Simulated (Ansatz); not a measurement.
C4H5NO, SMILES C1=CN=COC1.

The structure is a stationary point at B3LYP-D3(BJ)/def2-SVP. The geometry has at least one imaginary mode, so it is a saddle point at that level. Other conformers were not sampled.

Two levels are set side by side: PBE/def2-SVPD (Ansatz, an electronic-structure program) and CAM-B3LYP/def2-SVPD (Ansatz). Energy differences of separate SCF runs at the same geometry; the states with an electron removed or added have multiplicity 2 and 2. Differences are taken from unrounded values.

```tsv
quantity	CAM-B3LYP
vertical ionisation energy (eV)	8.75
vertical singlet–triplet gap (eV)	3.17
```

Task: What does PBE give, and how far is it from CAM-B3LYP? (An estimate is asked for; the answer gives what the named calculation found.)

Result: 
| quantity | PBE | PBE minus CAM-B3LYP |
|---|---|---|
| vertical ionisation energy (eV) | 8.52 | -0.23 |
| vertical singlet–triplet gap (eV) | 2.95 | -0.22 |
